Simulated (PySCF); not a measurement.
Where the electron goes

Compound: C3H7ClOSi2.
Numbering: `[CH:1]#[C:2][SiH2:3][O:4][SiH2:5][CH2:6][Cl:7]` (hydrogens: H8 on C1; H9, H10 on Si3; H11, H12 on Si5; H13, H14 on C6)

Structure used (GFN2-xTB), in Å, numbered top down from 1:
```xyz
14
C3H7ClOSi2 angstrom
C      1.9793    1.3131    1.6750
C      1.8614    0.3454    0.9710
Si     1.6394   -1.1093   -0.1539
O      0.0390   -1.3386   -0.4073
Si    -1.4821   -0.8785   -0.6661
C     -1.6760    0.9622   -0.1911
Cl    -0.6551    1.9640   -1.2561
H      2.0869    2.1598    2.2913
H      2.0597   -2.3476    0.4988
H      2.2508   -0.8329   -1.4522
H     -1.7617   -1.0462   -2.0875
H     -2.3031   -1.6828    0.2355
H     -1.3457    1.1646    0.8256
H     -2.6935    1.3261   -0.3054
```

Level of theory: TDDFT PBE0/def2-SVPD, vertical, gas phase, core orbitals frozen in the response in PySCF 2.14.0, density-fitted response routines.

Frontier orbitals with the atoms that hold most of them (Löwdin shares over 4%, at most four atoms; ? is withheld):

| orbital | ε (eV) | atoms |
| --- | --- | --- |
| HOMO-3 | -8.65 | Cl7 35%, C2 17%, C1 17%, C6 8% |
| HOMO-2 | -8.53 | C2 30%, C1 30%, Cl7 22%, Si3 4% |
| HOMO-1 | -8.26 | C1 27%, C2 26%, Cl7 22%, Si3 6% |
| HOMO | -7.97 | ? |
| LUMO | ? | ? |
| LUMO+1 | 0.04 | C1 32%, C2 31%, Si3 17%, H8 8% |
| LUMO+2 | 0.19 | Cl7 39%, C6 19%, Si5 15%, H12 7% |

Which atoms hold the LUMO, and with what shares?

Si3 (bonded to C, O and 2 H) 22%; C2 (bonded to C and Si) 22%; C1 (bonded to C and H) 21%; O4 (bonded to 2 Si) 7%. By element: carbon 43% or more, silicon 22% or more, oxygen 7%.

Give the leading atoms of the HOMO.

Cl7 (bonded to C) 50%; C6 (bonded to Cl, Si and 2 H) 20%; Si5 (bonded to C, O and 2 H) 12%; O4 (bonded to 2 Si) 5%.

What is the LUMO energy, and the HOMO–LUMO gap?

ε(LUMO) = -0.63 eV; the gap is 7.34 eV (0.2699 hartree).

The HOMO–LUMO gap is 7.34 eV. Where does the response calculation put the lowest singlet, and from which orbitals?

S1 is at 5.90 eV (f = 0.0004), 1.44 eV below the gap, made of HOMO-1→LUMO (70%), HOMO-2→LUMO (12%). Its leading pair isn't HOMO and LUMO; the energies of that pair differ by 7.63 eV. 

Give energy, strength and leading configuration of S1 and S8, and follow the Löwdin shares of the leading atoms from the occupied to the empty orbital.

- S1 (5.90 eV, f 0.0004), HOMO-1→LUMO (70%): C1 27% → 21%, C2 26% → 22%, Si3 6% → 22%
- S8 (7.12 eV, f 0.0042), HOMO→LUMO+1 (79%): Cl7 50% → at most 8%, C6 20% → at most 8%, C1 at most 6% → 32%, C2 at most 6% → 31%

Löwdin shares depend on the basis, the more so with diffuse functions.

One conformer stands for the species.
